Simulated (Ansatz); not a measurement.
# Pulling the pair apart

The pair of HBr (SMILES Br, atoms 1–2) and CH5N (SMILES CN, atoms 3–9), both closed shells, in one local arrangement (a lower one may exist), relaxed at PBE0-D4/def2-TZVP:

```csv
atom,x (Å),y (Å),z (Å)
Br1,-0.2419,0.2746,-2.8043
H2,-0.1527,-0.3573,-1.1600
C3,0.1385,0.5649,0.7721
N4,-0.0745,-0.6667,0.0028
H5,0.2196,0.3675,1.8410
H6,-0.6954,1.2369,0.5765
H7,1.0474,1.0408,0.4080
H8,-0.9353,-1.1388,0.2610
H9,0.6944,-1.3218,0.1028
```

CH5N is shifted rigidly along the line between the mean atom positions of the two fragments (negative: closer). Counterpoise interaction energies in kcal/mol. Program: Ansatz 0.2.0. Basis: def2-TZVPPD. Cores are frozen in the correlated methods. Filled d shells of the heavier atoms are correlated. The def2 sets are not built for correlating such inner shells, so the correlated values are less sure here. B3LYP uses VWN-RPA correlation.

```tsv
shift (Å)	PBE-D4	B3LYP-D4	wB97M-V
-0.12	-31.01	-30.98	-31.85
-0.06	-33.32	-32.86	-33.43
0.00	-34.26	-33.43	-33.70
0.06	-34.27	-33.12	-33.09
0.14	-33.29	-31.77	-31.36
0.30	-29.89	-27.96	-27.02
0.60	-22.13	-20.09	-18.82
1.21	-10.47	-9.12	-8.44
```

(1) What does CCSD(T) give at these shifts? (To be estimated.)

T1 diagnostic: at most 0.009.

Answers

(1) Computed: -28.18, -29.89, -30.27, -29.77, -28.20, -24.16, -16.57, -7.41 kcal/mol. For zero shift, CCSD(T) at an estimated basis limit (MP2 extrapolated from triple and quadruple zeta, plus CCSD(T) − MP2 in triple zeta) gives -33.59 kcal/mol. These are counterpoise interaction energies, counted from the two frozen fragments.

For scale, one of the runs: CCSD(T)/def2-TZVPPD, 233 basis functions, launched by `ansatz run in.yaml --threads 4 --pin off --events-out ev --progress --plain --max-ram 9574MiB`. Hardware: 4 CPU threads of an Arm Neoverse V1, shared host. Wall time 2.5 min; peak host memory 4.3 GiB.
